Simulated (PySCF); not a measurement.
Delta-SCF ions had no search for a lower state. Excitations are Tamm–Dancoff values on a coarser integration grid. The basis has no diffuse functions, so Rydberg states are missing or too high.

Species: C10H8SSi, SMILES `C#Cc1cc2ccc([SiH3])cc2s1` (charge 0, multiplicity 1).

Problem. What S1 excitation (TDA), vertical ionisation energy (Delta-SCF) and HOMO–LUMO gap does PBE-D3(BJ)/def2-TZVP // PBE-D3(BJ)/def2-SVP (PySCF) give?

Solution. 
```
Property                                  Value
--------------------------------------  -------
S1 excitation (TDA)                     3.77 eV
vertical ionisation energy (Delta-SCF)  7.77 eV
HOMO–LUMO gap                           3.05 eV
```
